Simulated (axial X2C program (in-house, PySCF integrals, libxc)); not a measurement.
# Nuclear properties of CoOH⁺

Calculated with an in-house all-electron X2C program for linear molecules (integrals from PySCF): two-component X2C with atomic mean-field Coulomb and Gaunt terms, Gaussian nuclei, basis Co dyall-v3z, O dyall-av3z, H dyall-v3z with contracted cores.

Co–O–H held linear, with bonds 1.671 and 0.963 Å (near the PBE0 minimum at charge 1 of the determinant lowest at the starting distance; the state shown can have its own minimum elsewhere, held linear; other orders of the atoms were not compared).

Input and command:
```json
{"zs": [27, 8, 1], "q": 1, "bas": ["dyall-v3z", "dyall-av3z", "dyall-v3z"], "r0": [1.74, 0.96], "symm": 0, "scan": ["PBE0", "HF", "BHandHLYP"], "levels": ["PBE0", "HF", "r2SCAN"], "nst": 2}
```
```bash
python solin.py task.json out
```

Keys: zs atomic numbers; q charge; bas basis sets; r0 starting distance in Å; symm equal bonds; scan levels of the two-bond scan; levels methods; nst determinants followed.

Determinant lowest in the PBE0 search, Ω = 7/2 (⟨Sz⟩ = 1.50, ⟨Lz⟩ = 2.00 at PBE0), spin on the atoms Co 1.30, O 0.21, H -0.01:

| level | Eeff magnitude (GV/cm) | Ws magnitude Co (kHz) | A∥/gI Co (MHz) | qzz Co (a.u.) | A∥/gI O (MHz) | qzz O (a.u.) | A∥/gI H (MHz) | qzz H (a.u.) |
| --- | --- | --- | --- | --- | --- | --- | --- | --- |
| PBE0 | 0.263 | 0.0119 | 295 | -1.32 | -5 | 1.12 | 1.04 | 0.46 |
| r2SCAN | 0.31 | 0.0182 | 297 | -1.39 | 1.3 | 1.07 | 1.23 | 0.45 |

Eeff is the effective electric field on the electron electric dipole moment in this Ω state and Ws the scalar–pseudoscalar constant of the nucleus named (defined with the proton number Z and per Ω); A∥ (defined per Ω) follows by multiplying with gI = μI/(I μN); qzz is the electric field gradient, eQq0 = 234.96 MHz × Q/barn × qzz. The operators were transformed with the bare-nucleus X2C matrices; with these basis sets, hyperfine constants and field gradients can be off by tens of per cent, and where levels differ in sign neither size nor sign is settled.

(1) With gI(59Co) = 1.3220, Q(59Co) = 0.42 barn, Q(17O) = -0.02558 barn, gI(1H) = 5.5857 (g factors from the IAEA table of nuclear moments by Stone; Q from Pyykkö, Mol. Phys. 2018), turn the PBE0 values of the first state into constants in MHz.

The molecule was held linear; bending was not examined, so a bent shape may lie lower.

Each state is one determinant with collinear spin, which with several unpaired electrons need not be a pure state. With several open shells hyperfine constants can be off by a factor of several. Left out as unconverged or as another state under the same occupation: HF in at least one table. The search compared states at one distance, so a state with another bond length can lie lower. Further determinants of the search, some of them spin-mixed, are not shown. Where a field gradient or hyperfine factor spreads by more than a factor of two over the levels, a constant derived from it is not to be relied on.

## Answers

(1) A∥(59Co) = 295 × 1.3220 = 390 MHz; eQq0(59Co) = 234.96 × (0.42) × (-1.32) = -130 MHz; eQq0(17O) = 234.96 × (-0.02558) × (1.12) = -6.73 MHz; A∥(1H) = 1.04 × 5.5857 = 5.81 MHz.
